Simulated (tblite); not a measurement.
Compound: C₇H₁₂N₂Si.
Bonds: C1–Si2, Si2–C3, Si2–C4, Si2–C5, C5–C6 (aromatic), C6–C7 (aromatic), C7–C8 (aromatic), C8–N9 (aromatic), N9–N10 (aromatic), C5–N10 (aromatic). Hydrogens: H11, H12, H13 on C1; H14, H15, H16 on C3; H17, H18, H19 on C4; H20 on C6; H21 on C7; H22 on C8.

Structure optimised with GFN2-xTB, isolated species.

Problem. Give the optimised bond lengths and angles.

Solution. 
```csv
bond,length (bohr),order
C1–Si2,3.587,single
"Si2–C3, Si2–C4",3.610,single
Si2–C5,3.603,single
C5–C6,2.646,aromatic
C6–C7,2.604,aromatic
C7–C8,2.635,aromatic
C8–N9,2.491,aromatic
N9–N10,2.455,aromatic
C5–N10,2.507,aromatic
C1–H11 and 8 like bonds,2.052,single
C6–H20,2.041,single
C7–H21,2.042,single
C8–H22,2.044,single
```

Bonds in one row agree within 0.02 bohr and their mean is given. Orders are formal, as drawn. A selection of angles:
```csv
angle,degrees
C1–Si2–C3,111.5
C1–Si2–C5,108.6
C3–Si2–C4,109.5
C3–Si2–C5,108.0
Si2–C5–C6,123.4
Si2–C5–N10,115.9
C6–C5–N10,120.7
C5–C6–C7,118.1
C6–C7–C8,116.6
C7–C8–N9,122.6
C8–N9–N10,120.5
C5–N10–N9,121.5
```

Torsions: C1–Si2–C5–C6 172° (antiperiplanar). The mirror-image conformer, all signs reversed, is as good.

The 3 C–C bonds span 1.378 Å (C6–C7, aromatic) to 1.400 Å (C5–C6, aromatic), a spread of 0.022 Å. The 6-membered ring C5–C6–C7–C8–N9–N10 has internal angles of 116.6° to 122.6°; it is planar, 0.00 Å rms from its mean plane, widest ring torsion 0°. Si2 (four-coordinate silicon) is tetrahedral (angles from 107.4° to 111.6°).

Point group: C1 (no symmetry element, even within 0.4 Å). Its lowest GFN2-xTB frequency is 9i cm⁻¹, too small to tell a flat minimum from a shallow saddle.

These are computed values.
